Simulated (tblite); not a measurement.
Problem. What does the GFN2-xTB structure of `C=C[Si-](C#N)C#CC` look like in three dimensions? (Charge -1.)

Solution. 
```xyz
14
C6H6NSi angstrom
C     -2.461   -0.905   -0.318
C     -2.288    0.305    0.209
Si    -0.802    0.834    1.204
C     -0.667    2.649    0.877
N     -0.618    3.801    1.008
C      0.682    0.172    0.306
C      1.698   -0.385   -0.034
C      2.920   -1.019   -0.513
H     -3.396   -1.244   -0.755
H     -1.647   -1.617   -0.359
H     -3.155    0.965    0.244
H      2.708   -1.676   -1.362
H      3.641   -0.262   -0.837
H      3.382   -1.617    0.279
```

Any rigid rotation of these coordinates is as good. Atoms count from 1 in this order. C2 (alkene CH carbon) is almost planar (angles 124.9°, 117.4° and 116.4°, sum 358.7°, 0.09 Å off the plane of its three neighbours). C6 (alkyne carbon) is bent (angle 166.7°). Of the pairs four or more bonds apart, C6···H10 is among the closest relative to their van der Waals radii: 3.01 Å, 104 % of the sum of Bondi's values. The 3 C–C bonds span 1.208 Å (C6≡C7, drawn triple) to 1.458 Å (C7–C8, drawn single), a spread of 0.250 Å.

Bonds between heavy atoms (Å): C1=C2 1.331, C2–Si3 1.865, Si3–C4 1.849, C4≡N5 1.161, Si3–C6 1.856, C6≡C7 1.208, C7–C8 1.458.

Structure optimised with GFN2-xTB, isolated species.

Point group: C1 (no symmetry element, even within 0.4 Å). Its lowest GFN2-xTB frequency is 18i cm⁻¹, too small to tell a flat minimum from a shallow saddle. Torsions: C1–C2–Si3–C4 151°, C2–Si3–C4–N5 121°.

One conformer stands for the species.

These are computed values.
